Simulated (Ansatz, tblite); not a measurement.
Isomers of Ag8Te4⁺ (doublet), found by a short tight-binding search and relaxed with PBE-D4/def2-SVP in Ansatz.

In the def2 sets Ag, Te take a core potential; there is no spin–orbit coupling. The xTB rows come from tblite. Correlated methods freeze 16 core orbitals; core or outer-core shells of Ag, Te are correlated, in sets that lack core-valence functions. Single mean-field runs in def2-TZVP are fitted with def2-universal-jkfit.

Run but left out: HF/STO-3G (A: ⟨S²⟩ 5.13, where a pure state has 0.75).

B: At MP2/def2-TZVP the charge 1 doublet is spin-contaminated (final ⟨S²⟩ up to 0.83, 0.75 for a pure state). At PBE-D4/def2-SVP, PBE-D4/def2-TZVP, r2SCAN-D4/def2-TZVP the gap within one spin of the charge 1 doublet nearly closes, so an electron or hole may be smeared out by delocalisation error.

Other spin states weren't relaxed.

A:

```csv
atom,x (Å),y (Å),z (Å)
Ag1,0.7317,-2.0773,2.2911
Ag2,0.1710,0.6863,1.6011
Ag3,-0.8201,2.5703,-0.3454
Ag4,-1.9038,0.4954,-1.8794
Ag5,-1.7827,-1.1763,2.8504
Ag6,0.7369,-0.5858,-2.3178
Ag7,1.8360,1.5205,-0.7622
Ag8,-0.9531,-1.4686,0.0083
Te9,0.2033,2.0571,-2.9280
Te10,1.6343,-2.4421,-0.5137
Te11,2.7641,-0.2741,1.0880
Te12,-2.6175,0.6945,0.9074
```

B:

```xyz
12

Ag   -0.803    0.563    4.295
Ag    2.061   -1.040   -0.065
Ag   -1.777    1.060   -0.052
Ag    1.147   -0.158   -2.612
Ag   -1.536   -0.991   -2.107
Ag    0.411    0.556    1.787
Ag    0.974    2.035   -0.743
Ag   -0.702   -1.899    0.555
Te    0.606   -2.776   -1.699
Te   -1.021    1.718   -2.610
Te    2.890    1.316    1.010
Te   -2.250   -0.384    2.241
```

C:

Cartesian coordinates in Å:
```
Ag -0.437 2.607 -0.089
Ag 1.045 0.221 0.947
Ag 2.750 2.315 -0.155
Ag -1.963 -2.088 -0.198
Ag -0.539 -1.746 2.256
Ag -0.380 -0.063 -1.426
Ag -2.903 -3.753 2.281
Ag 1.177 1.982 -2.800
Te 1.258 4.272 -1.327
Te 2.479 -0.110 -1.501
Te -0.643 -4.174 0.991
Te -1.844 0.536 1.022
```

D:

Cartesian coordinates in Å:
```
Ag -1.464 -0.449 -1.325
Ag -3.036 -1.237 1.000
Ag -0.877 0.581 1.733
Ag 2.367 -1.603 0.085
Ag -0.309 -2.094 0.766
Ag -0.617 2.297 -0.654
Ag 1.366 0.264 -1.891
Ag 1.878 1.167 0.781
Te 0.485 -2.338 -1.933
Te 1.366 -0.796 2.635
Te -3.066 1.333 0.142
Te 1.907 2.875 -1.340
```

Task: Estimate their order by electronic energy at RPA@PBE/def2-TZVP, counted from the lowest.

Result: D (0.0) < B (3.4) < A (16.9) < C (44.3), in kcal/mol.

Task: Do the other levels pick the same lowest one?

Result: Not HF/def2-TZVP, BHLYP-D4/def2-TZVP. Energies above each level's lowest (kcal/mol):

```
              level     A    B     C    D
           GFN1-xTB   0.9  5.5  40.7  0.0
       HF/def2-TZVP  11.8  0.0  19.6  4.5
    PBE-D4/def2-SVP  18.0  4.9  43.6  0.0
   PBE-D4/def2-TZVP  17.6  5.7  44.8  0.0
r2SCAN-D4/def2-TZVP  20.0  5.4  46.2  0.0
   PBE0-D4/def2-SVP  12.5  1.4  38.6  0.0
  PBE0-D4/def2-TZVP  11.9  2.0  39.8  0.0
 BHLYP-D4/def2-TZVP   8.3  0.0  36.0  0.8
  RPA@PBE/def2-TZVP  16.9  3.4  44.3  0.0
      MP2/def2-TZVP  11.4  0.4  46.7  0.0
```
Point groups (tolerance 0.1 Å): A Cs, B not assigned, C not assigned, D Cs. Lower isomers may exist.
